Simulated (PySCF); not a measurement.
Dipole response of Se⁺ (selenium, charge +1)

[Ar] 3d10 4s2 4p3, high-spin 4S determinant. Calculation: PySCF 2.14, in aug-cc-pVQZ-DK; scalar relativity by spin-free X2C-1e. Coupled (time-dependent) response in atomic units; α is the mean over directions.

| method | mean α (bohr³) | C₆ (like pair) | S(−4) |
| --- | --- | --- | --- |
| UHF | 14.13 | 86.71 | 47.40 |
| PBE | 14.33 | 87.82 | 50.40 |
| PBE0 | 14.11 | 86.29 | 47.81 |
| r2SCAN0 | 13.98 | 87.28 | 44.42 |
| TPSSh | 14.13 | 87.06 | 47.51 |

S(−4) is the Cauchy moment in α(ω) = α(0) + S(−4) ω² + …

α(iu) at UHF:

| u (hartree) | α(iu) (bohr³) |
| --- | --- |
| 0 | 14.13 |
| 0.0500 | 14.01 |
| 0.100 | 13.67 |
| 0.200 | 12.49 |
| 0.300 | 10.95 |
| 0.500 | 7.951 |
| 0.750 | 5.291 |
| 1.00 | 3.672 |
| 1.50 | 2.036 |
| 2.00 | 1.303 |
| 3.00 | 0.6859 |
| 5.00 | 0.3016 |

A single London oscillator, α(iu) = α/(1 + u²/ω²), gives C₆ = (3/4) ω α². Matching the computed C₆ needs ω = 4 × 86.71 / (3 × 14.13²) = 0.579 hartree.

For an ion, C₆ is the dispersion term alone; charge-induced terms of lower order in 1/R come first.
